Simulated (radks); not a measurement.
Results of a calculation; reference values are marked as such.
Task: The chromium ion Cr5+, configuration [Ar] 3d1 (the NIST ground configuration). Level of theory: scalar-relativistic Kohn-Sham, LDA (Slater exchange, Perdew-Wang correlation), spin-polarised, spherical densities, finite nucleus; open shells are filled with parallel spins first; Fermi nuclear charge, rms radius 3.6452 fm (a radial shooting solver on a logarithmic mesh with Libxc functionals). Some entries of the table are withheld. Estimate them.

| orbital | occ. | eigenvalue (eV) | <1/r> (bohr^-1) |
|---|---|---|---|
| 1s up | 1 | -5952.698 | 23.83 |
| 1s down | 1 | -5952.696 | 23.83 |
| 2s up | 1 | -754.6209 | 5.038 |
| 2s down | 1 | -753.9720 | 5.041 |
| 2p up | 3 | (1) | 4.945 |
| 2p down | 3 | (2) | 4.948 |
| 3s up | 1 | -155.0740 | 1.644 |
| 3s down | 1 | -153.7105 | 1.641 |
| 3p up | 3 | -125.7575 | (3) |
| 3p down | 3 | -124.4245 | (4) |
| 3d up | 1 | -80.0258 | 1.310 |
| 3d down | 0 | -78.7034 | 1.305 |

Result: 
(1) 2p up eigenvalue (eV): -649.1554
(2) 2p down eigenvalue (eV): -648.6512
(3) 3p up <1/r> (bohr^-1): 1.535
(4) 3p down <1/r> (bohr^-1): 1.531
